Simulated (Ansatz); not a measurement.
The cluster GaAs2: single points at one geometry.

```yaml
crystal:
  periodic: [false, false, false]
  atoms:
    - {symbol: Ga, position_ang: [-0.468751, -1.593357, -0.054415]}
    - {symbol: As, position_ang: [0.697086, 0.626939, 1.000809]}
    - {symbol: As, position_ang: [-0.228335, 0.966419, -0.946394]}
basis:
  gaussian: {orbitals: def2-TZVP, initial_orbitals: start.molden}
magnetization: {spin_polarized: true, initial_magnetization: 1}
hamiltonian: {xc: {name: BHLYP}, dispersion: d4}
scf: {omitted_lower_state_checks: [starts]}
output: {forces: true, orbitals: {seedname: orbitals}}
```

The file start.molden holds the orbitals of an earlier run on this structure, at another level or in another basis.

```sh
$ ansatz run in.yaml --threads 4 --pin off --events-out ev --progress --plain --max-ram 3916MiB
```

It prints (some lines left out):

```
Functional definition: BHLYP
974 factors; integrals over basis functions are off by at most 9.7e-4 eV
mean field evaluation 1: about -174059.3165 eV, gradient 8.5e0 eV
mean field evaluation 2: about -174059.3986 eV, gradient 1.5e-1 eV
mean field evaluation 4: about -174059.4974 eV, gradient 1.6e-3 eV
mean field evaluation 8: about -174059.4975 eV, gradient 5.9e-5 eV
mean field -174059.49746077 eV, -6396.5685499185 hartree, gradient 9.4e-6 eV, S^2 0.759430; 0 other end points of the search recorded, 0 dependent functions left out
reference -174059.49760047 eV, -6396.5685550522 hartree; 49, 48 occupied and 95, 96 virtual orbitals, 974 factors
Total energy: -174059.74312810 eV, -6396.5775780261 hartree
Atom 0 at    -0.468751    -1.593357    -0.054415 Å, force    -0.056720    -0.192047    -0.006983 eV/Å
Atom 1 at     0.697086     0.626939     1.000809 Å, force    -0.096357     0.142348    -0.259232 eV/Å
Atom 2 at    -0.228335     0.966419    -0.946394 Å, force     0.153077     0.049700     0.266214 eV/Å
Dipole moment:    -0.053685    -0.182565    -0.006188 e Å
Checks for a lower state left out: starts
```

Hardware: 4 threads of Arm Neoverse V1 on a shared host. Wall time 8 s.

As the first input, with `hamiltonian: {xc: {name: BLYP}, dispersion: d4}`, `output: {orbitals: {seedname: orbitals}}` (abridged; 2.9 s):

```
Functional definition: BLYP
mean field -174066.24542275 eV, -6396.8165329474 hartree, gradient 2.5e-5 eV, S^2 0.751942
Total energy: -174066.50737890 eV, -6396.8261596581 hartree
Checks for a lower state left out: starts
```

As the first input, with `gaussian: {orbitals: def2-SVP, initial_orbitals: start.molden}`, `hamiltonian: {xc: pbe0, dispersion: d4}`, `output: {orbitals: {seedname: orbitals}}` (abridged; 2.7 s):

```
Functional definition: PBE0
mean field -174017.80040053 eV, -6395.0362112179 hartree, gradient 1.1e-5 eV, S^2 0.755020
Total energy: -174017.90732616 eV, -6395.0401406622 hartree
Checks for a lower state left out: starts
```

As the first input, with `hamiltonian: {xc: pbe0, dispersion: d4}`, `output: {orbitals: {seedname: orbitals}}` (abridged; 5.5 s):

```
Functional definition: PBE0
mean field -174039.54394289 eV, -6395.8352716613 hartree, gradient 2.8e-5 eV, S^2 0.756229
Total energy: -174039.65087114 eV, -6395.8392012019 hartree
Checks for a lower state left out: starts
```

The first input with `gaussian: {orbitals: def2-TZVPD, initial_orbitals: start.molden}`, `hamiltonian: {xc: pbe0, dispersion: d4}`, `output: {orbitals: {seedname: orbitals}}` (abridged; 6.5 s):

```
Functional definition: PBE0
mean field -174039.57240606 eV, -6395.8363176637 hartree, gradient 2.1e-5 eV, S^2 0.756331
Total energy: -174039.67933575 eV, -6395.8402472572 hartree
Checks for a lower state left out: starts
```

The first input with `gaussian: {orbitals: def2-SVP, initial_orbitals: start.molden}`, `correlation: {method: ccsd_t}`, `scf: {omitted_lower_state_checks: [starts, cluster_reference]}`, `output: {orbitals: {seedname: orbitals}}` and without the key `hamiltonian` (abridged; 9.5 s):

```
Functional definition: HF
mean field -173904.37852863 eV, -6390.8680343057 hartree, gradient 2.6e-6 eV, S^2 1.194065
27 core orbitals not correlated: weight in the atoms' cores, before any rotation towards them, 1.000 or more for the frozen orbitals, at most 0.000 for the correlated occupied ones
second order -16.85243960 eV of doubles, -0.00000000 eV of singles
cycle   1  -16.05695270 eV  change    8.0e-1 eV  update   1.4e-1
cycle   2  -16.79103161 eV  change   -7.3e-1 eV  update   6.2e-2
cycle   3  -16.94786831 eV  change   -1.6e-1 eV  update   4.9e-2
cycle   4  -16.99536166 eV  change   -4.7e-2 eV  update   3.1e-2
cycle   5  -17.04094689 eV  change   -4.6e-2 eV  update   1.5e-2
cycle   6  -17.05203859 eV  change   -1.1e-2 eV  update   7.0e-3
cycle   7  -17.05053888 eV  change    1.5e-3 eV  update   3.4e-3
cycle   8  -17.05566959 eV  change   -5.1e-3 eV  update   2.2e-3
cycle   9  -17.05481570 eV  change    8.5e-4 eV  update   1.3e-3
cycle  10  -17.05392658 eV  change    8.9e-4 eV  update   8.0e-4
cycle  11  -17.05546283 eV  change   -1.5e-3 eV  update   4.3e-4
cycle  12  -17.05477228 eV  change    6.9e-4 eV  update   2.1e-4
cycle  13  -17.05494627 eV  change   -1.7e-4 eV  update   8.1e-5
cycle  14  -17.05485157 eV  change    9.5e-5 eV  update   3.4e-5
cycle  15  -17.05484407 eV  change    7.5e-6 eV  update   1.6e-5
perturbative correction -0.73917707 eV, -0.0271642564 hartree
Total energy: -173922.17254977 eV, -6391.5219525215 hartree
Checks for a lower state left out: starts, cluster_reference
```

The first input with `gaussian: {orbitals: def2-TZVPD, initial_orbitals: start.molden}`, `hamiltonian: {xc: pbe, dispersion: d4}`, `output: {orbitals: {seedname: orbitals}}` (abridged; 4.4 s):

```
Functional definition: PBE
mean field -174035.35199106 eV, -6395.6812202730 hartree, gradient 1.6e-5 eV, S^2 0.752848
Total energy: -174035.47873465 eV, -6395.6858780141 hartree
Checks for a lower state left out: starts
```

Geometry: r2SCAN-D4/def2-TZVP.

Correlated methods freeze 27 core orbitals; core or outer-core shells of Ga, As are correlated, in sets that lack core-valence functions. At CCSD(T)/def2-SVP the charge 0 doublet is spin-contaminated (final ⟨S²⟩ up to 1.19, 0.75 for a pure state). The structure comes from a short search, and lower isomers may exist.
